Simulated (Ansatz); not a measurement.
Gas-phase electronic energies from Ansatz, PBE0-D4/def2-TZVP geometries. CCSD(T)/CBS adds triple-zeta CCSD(T) − MP2 to the extrapolated MP2 energy (def2 sets, frozen cores). This one scheme is used for every species. Functionals use def2-TZVPP. Each species was taken in one conformer, which may not be the lowest.

`O[SiH2]F` + `CBO` → `CBO[SiH2]F` + H₂O  (ligand exchange at the Si–O bond)

`O[SiH2]F`:

Z-matrix (Å, degrees):
```
Si
F 1 1.596
O 1 1.630 2 111.0
H 1 1.482 2 106.0 3 121.4
H 1 1.474 2 108.2 3 -116.3
H 3 0.958 1 119.1 2 71.8
```

`CBO`:

```xyz
8

C    -0.954   -0.318   -0.036
B     0.458    0.302    0.189
O     1.489   -0.082   -0.605
H    -0.985   -1.040   -0.854
H    -1.686    0.473   -0.237
H    -1.302   -0.808    0.880
H     0.664    1.118    1.053
H     2.315    0.356   -0.388
```

`CBO[SiH2]F`:

Z-matrix (Å, degrees):
```
C
B 1 1.556
H 1 1.096 2 110.0
H 1 1.096 2 109.7 3 -115.1
H 1 1.091 2 113.8 3 122.6
O 2 1.363 1 120.6 3 -123.2
H 2 1.207 1 121.5 3 56.6
Si 6 1.637 2 131.8 1 -177.5
F 8 1.591 6 108.3 2 101.6
H 8 1.479 6 110.8 2 -16.6
H 8 1.475 6 108.1 2 -141.8
```

H₂O:

```xyz
3

O    -0.327   -0.046   -0.206
H    -0.094    0.692    0.362
H     0.421   -0.645   -0.156
```

```csv
level,ΔE (kJ/mol)
ωB97X-V,9.8
CCSD/CBS(def2),4.2
```

(1) What does CCSD(T)/CBS give? (Estimate.)

Largest T1 diagnostic among the species: 0.012.

Results:

(1) Computed: +4.5 kJ/mol. The listed levels differ from it by 5.3, -0.3 kJ/mol.

The D4 term adds −4.8 kJ/mol with B3LYP and −2.9 kJ/mol with PBE0; it sums over pairs of atoms, weighted by their polarisabilities, and B3LYP, whose exchange is more repulsive, gets the larger term. From PBE to PBE0 (25 % exact exchange), in def2-TZVPP and without D4, ΔE moves by −3.1 kJ/mol.

B3LYP here is the variant with VWN-RPA as its local correlation; programs differ in this.
